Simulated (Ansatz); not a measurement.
Calculated with Ansatz (gas phase, PBE0-D4/def2-TZVP geometries, no zero-point term in ΔE). CCSD(T)/CBS adds triple-zeta CCSD(T) − MP2 to the extrapolated MP2 energy (def2 sets, frozen cores). This one scheme is used for every species. Functionals use def2-TZVPP. Elements past krypton have def2 core potentials. For Sn outer-core shells are correlated without core-valence functions, which leaves a few kJ/mol of doubt a bond. Each species was taken in one conformer, which may not be the lowest.

Consider the ligand exchange at the Sn–N bond: `[NH2][Sn][N]([SiH3])[SiH3]` + H₂S → `[NH2][Sn][SH]` + `[SiH3]N[SiH3]`.

```csv
species,r2SCAN energy (Eh)
`[NH2][Sn][N]([SiH3])[SiH3]`,-907.70892
H₂S,-399.37417
`[NH2][Sn][SH]`,-669.16900
`[SiH3]N[SiH3]`,-637.93439
```

Work out ΔE.

ΔE = (-669.16900) + (-637.93439) − (-907.70892) − (-399.37417) = -0.02030 Eh = -12.7 kcal/mol. CCSD(T)/CBS gives -9.6 kcal/mol.

Largest T1 diagnostic among the species: 0.016.

The D4 term adds +3.6 kcal/mol with B3LYP and +2.0 kcal/mol with PBE0; it sums over pairs of atoms, weighted by their polarisabilities, and B3LYP, whose exchange is more repulsive, gets the larger term. In def2-TZVPP, CCSD(T) changes the Hartree–Fock value by +7.1 kcal/mol (the triples alone add +1.0 kcal/mol) and MP2 by +7.2 kcal/mol.

B3LYP here is the variant with VWN-RPA as its local correlation; programs differ in this.
